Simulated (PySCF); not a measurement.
Record of a relaxation.

Compound: SeMe2, C2H6Se.
Bonds: Se1–C2, Se1–C6. Hydrogens: H3, H4, H5 on C2; H7, H8, H9 on C6.

Computed by this run: PBE0-D3(BJ)/def2-SVP geometry optimisation, gas phase (PySCF 2.14.0); density fitting, grid level 1; the optimiser is geomeTRIC in internal coordinates, started from a GFN2-xTB structure. The frame can shift and turn from step to step; on so coarse a grid that alone can change the energy by a few meV, and forces under 0.02 eV/Å are noise.

Step 0: E = -67501.6037 eV, largest atomic force 0.727 eV/Å
```
atom  x, y, z in Å  |  force x, y, z in eV/Å
Se1     0.000   -0.001   -1.302    0.007   0.004   0.015
C2      1.460   -0.015   -0.006   -0.661   0.004  -0.291
H3      1.396   -0.918    0.596    0.073  -0.307   0.249
H4      1.389    0.869    0.623    0.074   0.299   0.249
H5      2.394   -0.003   -0.561    0.348   0.006  -0.214
C6     -1.460    0.015   -0.006    0.661   0.001  -0.301
H7     -1.399    0.921    0.593   -0.073   0.302   0.242
H8     -1.387   -0.867    0.625   -0.077  -0.301   0.256
H9     -2.393   -0.001   -0.563   -0.351  -0.007  -0.205
```

Step 1: E = -67501.6240 eV, largest atomic force 0.154 eV/Å
```
atom  x, y, z in Å  |  force x, y, z in eV/Å
Se1     0.000   -0.001   -1.306   -0.001   0.000   0.093
C2      1.447   -0.014   -0.007   -0.113   0.002  -0.097
H3      1.399   -0.924    0.607    0.037   0.009   0.014
H4      1.395    0.880    0.629    0.039  -0.007   0.011
H5      2.388   -0.005   -0.574    0.027  -0.001   0.027
C6     -1.448    0.015   -0.008    0.115  -0.003  -0.103
H7     -1.402    0.926    0.603   -0.036  -0.008   0.014
H8     -1.393   -0.877    0.631   -0.039   0.006   0.012
H9     -2.388    0.001   -0.575   -0.029   0.002   0.029
```

Step 2: E = -67501.6253 eV, largest atomic force 0.031 eV/Å
```
atom  x, y, z in Å  |  force x, y, z in eV/Å
Se1     0.000   -0.001   -1.300    0.000   0.000   0.031
C2      1.451   -0.014   -0.009   -0.023   0.003  -0.018
H3      1.411   -0.921    0.610    0.010   0.015  -0.003
H4      1.410    0.881    0.628    0.011  -0.013  -0.004
H5      2.392   -0.007   -0.577   -0.012  -0.002   0.011
C6     -1.451    0.014   -0.010    0.024  -0.003  -0.019
H7     -1.413    0.923    0.606   -0.009  -0.014  -0.003
H8     -1.408   -0.879    0.630   -0.012   0.013  -0.005
H9     -2.392    0.003   -0.578    0.012   0.002   0.011
```

Step 3: E = -67501.6255 eV, largest atomic force under 0.02 eV/Å
```
atom  x, y, z in Å  |  force x, y, z in eV/Å
Se1     0.000   -0.001   -1.297    0.000   0.000  -0.004
C2      1.451   -0.013   -0.010    0.008   0.003   0.004
H3      1.415   -0.918    0.613   -0.001   0.001   0.000
H4      1.416    0.883    0.626    0.000  -0.001  -0.001
H5      2.391   -0.009   -0.579   -0.002  -0.002  -0.001
C6     -1.451    0.013   -0.010   -0.008  -0.003   0.004
H7     -1.416    0.920    0.609    0.001  -0.002   0.000
H8     -1.415   -0.881    0.628    0.000   0.001  -0.001
H9     -2.391    0.006   -0.580    0.002   0.002  -0.001
```

Problem. Summarise the path.

Solution. The energy falls by 2.10 kJ/mol from step 0 to step 3; nine tenths of that is first reached at step 1. It falls at every step. The largest force goes from 0.727 to under 0.02 eV/Å. Among the bonds Se1–C2 changes most (a near tie, within 0.001 Å, with another), from 1.952 to 1.940 Å; the atoms move by 0.021 Å rms after alignment.

Problem. Follow the three bonds and two angles with the largest change from start to end.

Solution. 
| step | E above end (kJ/mol) | largest force (eV/Å) | Se1–C2 (Å) | Se1–C6 (Å) | C2–H5 (Å) | Se1–C6–H8 (°) | Se1–C2–H3 (°) |
| --- | --- | --- | --- | --- | --- | --- | --- |
| 0 | 2.10 | 0.727 | 1.952 | 1.952 | 1.086 | 109.1 | 109.2 |
| 1 | 0.14 | 0.154 | 1.945 | 1.945 | 1.098 | 110.2 | 110.3 |
| 2 | 0.01 | 0.031 | 1.942 | 1.942 | 1.099 | 110.6 | 110.7 |
| 3 | 0.00 | under 0.02 | 1.940 | 1.940 | 1.099 | 110.8 | 110.8 |

What follows is the cost of the whole optimisation. The run took 12 s wall on Intel Xeon Platinum 8375C at 2.90 GHz, one thread (shared host), and the process peaked at 0.35 GiB of memory.
